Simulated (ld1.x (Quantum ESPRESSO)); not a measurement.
## Ranking TM potentials for He

All share these settings but for the change named:

ld1.x (Quantum ESPRESSO) 7.5 input, shortened:

```
&input
   title='He', zed=2., rel=1, dft='PBESOL', iswitch=3,
   config='[He] 2p-2'
 /
 &inputp
   pseudotype=2, tm=.true., lloc=-1, rcloc=0.45,
   nlcc=.false.
 /
2
1S  1  0   2.00   0.00  0.60  0.60  0.0
2P  2  1  -2.00  -0.20  0.60  0.60  0.0
 &test
   configts(1)='1s2'
 /
```

Test errors are all-electron minus pseudo excitation energies from the reference, over 1s1; 1s1.5. None of these files shows a bound ghost.

The base gives 5.4 meV.

Of 7 variants that were run, those that failed, showed a ghost or another fault, or gave nearly equal values are left out.

(1) Rank these variants by their largest absolute test error, smallest first.
A. wave 1s (bound): rc 0.60 bohr becomes 1s (bound): rc 0.90 bohr
B. wave 1s (bound): rc 0.60 bohr becomes 1s (bound): rc 0.66 bohr
C. wave 1s (bound): rc 0.60 bohr becomes 1s (bound): rc 0.72 bohr
D. wave 1s (bound): rc 0.60 bohr becomes 1s (bound): rc 0.50 bohr
E. wave 1s (bound): rc 0.60 bohr becomes 1s (bound): rc 0.80 bohr

## Answers

(1) D (1.7 meV), B (9.2 meV), C (14.7 meV), E (23.0 meV), A (39.0 meV).
